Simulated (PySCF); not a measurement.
An unknown is described by computed data only.

Elements present: C and H. Monoisotopic mass: 110.1096 u.

* 1H NMR: chemical shifts (computed TMS as zero) by class: 5.61 (1 H), 5.24 (1 H), 5.10 (1 H), 2.02 (1 H), 1.86 (1 H), 1.81 (1 H), 1.76 (1 H), 1.64 (1 H), 1.61 (1 H), 1.54 (1 H), 1.52 (1 H), 0.90 (3 H) ppm [GIAO PBE/pcSseg-1]
* Polarisability: 94.9 au [wB97X-D/def2-SVPD]
* Triplet: lowest triplet excitation (Tamm–Dancoff): 4.52 eV [TDA wB97X-D/def2-SVPD]
* 13C NMR: chemical shifts (computed TMS as zero) by class: 151.3 (1 C), 118.8 (1 C), 55.3 (1 C), 44.7 (1 C), 31.3 (1 C), 31.0 (1 C), 19.9 (1 C), 19.7 (1 C) ppm [GIAO PBE/pcSseg-1]
* Rotational structure: rotational constants A, B, C: 3.229, 1.403, 1.061 GHz [PBE0-D3(BJ)/def2-SVP]
* UV, first state: lowest singlet excitation: 7.36 eV (169 nm, f = 0.427) [TDDFT wB97X-D/def2-SVPD]
* Valence photoelectron: vertical ionisation energy: 9.34 eV [ΔSCF wB97X-D/def2-SVPD]
* Dipole: 0.35 D [wB97X-D/def2-SVPD]

Gas-phase values; electronic properties from PySCF, density fitting. Levels stand in brackets. Geometry: PBE0-D3(BJ)/def2-SVP, one conformer, isolated molecule. NMR values are class means; diastereotopic atoms form classes of their own.

Question: Which formula fits the mass and the elements?

Answer: C8H14 (calculated 110.1096). No other formula that holds each of these elements comes within 0.0003 u with a fitting electron parity and a possible valence count.

Question: Propose a structure and show how it fits.

Answer: Numbering: `[CH2:1]=[CH:2][C@H:3]([CH3:4])[CH:5]1[CH2:6][CH2:7][CH2:8]1`. Its formula, C8H14, gives 2 degrees of unsaturation: 1 ring and 1 π bond in the structure found. 8 carbons fall into 8 classes; from least to most shielded: alkene CH carbon [C2] (151.3 ppm), terminal =CH2 carbon [C1] (118.8 ppm), allylic carbon [C3] (55.3 ppm), four-membered-ring carbon [C5] (44.7 ppm), four-membered-ring carbon [C6] (31.3 ppm), four-membered-ring carbon [C8] (31.0 ppm), four-membered-ring carbon [C7] (19.9 ppm), methyl carbon [C4] (19.7 ppm). Hydrogen classes from least to most shielded: 1 H on an alkene CH carbon, C2 (5.61 ppm), 1 H on a terminal =CH2 carbon, C1 (5.24 ppm), 1 H on a terminal =CH2 carbon, C1 (5.10 ppm), 1 H on a four-membered-ring carbon, C8 (2.02 ppm), 1 H on a four-membered-ring carbon, C6 (1.86 ppm), 1 H on a four-membered-ring carbon, C5 (1.81 ppm), 1 H on a four-membered-ring carbon, C7 (1.76 ppm), 1 H on a four-membered-ring carbon, C7 (1.64 ppm), 1 H on an allylic carbon, C3 (1.61 ppm), 1 H on a four-membered-ring carbon, C6 (1.54 ppm), 1 H on a four-membered-ring carbon, C8 (1.52 ppm), 3 H on a methyl carbon, C4 (0.90 ppm, a mean of values up to 0.6 ppm apart in this geometry). The first electron is taken from the HOMO, whose largest Löwdin shares are 0.35 on the terminal =CH2 carbon, 0.31 on the alkene CH carbon, 0.07 on the allylic carbon and 0.06 on a four-membered-ring carbon. The optimised geometry has point group C1 and is an asymmetric top. Structure: `C=C[C@H](C)C1CCC1`. Computed isomers that give other values at the same levels: `C1C[C@H]2CCC[C@H]2C1` (rotational constant A: 3.453 GHz; this holds for the one conformer computed); `C1CCC2(CC1)CC2` (lowest singlet excitation: 7.88 eV (157 nm, f = 0.023)); `C1CC2CCC1CC2` (rotational constant A: 2.453 GHz; this holds for the one conformer computed). The assignments are read from this structure; whether some other isomer fits the data as well wasn't checked. The mirror image fits equally.

Conformer computed: `[CH2:1]=[CH:2][C@H:3]([CH3:4])[CH:5]1[CH2:6][CH2:7][CH2:8]1`: C1–C2–C3–C4 -122°, C2–C3–C5–C6 -65°.
